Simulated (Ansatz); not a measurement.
Compare A (`CO[SiH2][SiH2]O`) with its isomer B (`OC[SiH2]O[SiH3]`).

Calculated with Ansatz (gas phase, PBE0-D4/def2-TZVP geometries, no zero-point term in ΔE). CBS: MP2 limit from def2 TZ/QZ plus the TZ coupled-cluster correction, frozen cores. DFT in def2-TZVPP. B3LYP here is the variant with VWN-RPA as its local correlation; programs differ in this. One conformer a species, not always the lowest.

A:

Z-matrix (Å, degrees):
```
C
O 1 1.411
H 1 1.096 2 111.2
H 1 1.091 2 108.5 3 -119.4
H 1 1.096 2 111.2 3 121.3
Si 2 1.660 1 122.7 3 -60.7
Si 6 2.353 2 99.1 1 179.8
H 6 1.493 2 110.1 1 -58.7
H 6 1.493 2 110.0 1 58.5
O 7 1.652 6 104.1 2 -2.6
H 7 1.488 6 112.5 2 -121.9
H 7 1.489 6 112.2 2 116.9
H 10 0.962 7 113.3 6 2.5
```

B:

```xyz
13

O    -1.316   -0.508   -1.011
C    -1.601    0.151    0.216
Si   -0.172   -0.249    1.373
O     1.232    0.165    0.648
Si    1.952    0.187   -0.824
H    -1.967   -0.249   -1.668
H    -1.668    1.241    0.086
H    -2.553   -0.184    0.653
H    -0.167   -1.701    1.687
H    -0.316    0.535    2.627
H     1.886   -1.148   -1.471
H     3.374    0.560   -0.612
H     1.315    1.200   -1.704
```

Task: Which isomer does CCSD(T)/CBS put lower? Give the gap. (An estimate is asked.)

Result: Computed: B, by 20.2 kJ/mol.

Task: Give E(B) − E(A) in kJ/mol with HF/def2-TZVPP, PBE0-D4, r2SCAN-D4, ωB97M-V, B3LYP, B2PLYP, PBE-D4. (Best estimate.)

Result: The calculation gave: HF/def2-TZVPP -32.6, PBE0-D4 -9.3, r2SCAN-D4 -13.6, ωB97M-V -24.0, B3LYP -15.4, B2PLYP -19.3, PBE-D4 -2.6. None reverses the order clearly.

Largest T1 diagnostic: 0.012.

From PBE to PBE0 (25 % exact exchange), in def2-TZVPP and without D4, E(B) − E(A) moves by −6.8 kJ/mol. In def2-TZVPP, CCSD(T) changes the Hartree–Fock value by +11.7 kJ/mol (the triples alone add +2.3 kJ/mol) and MP2 by +7.9 kJ/mol.
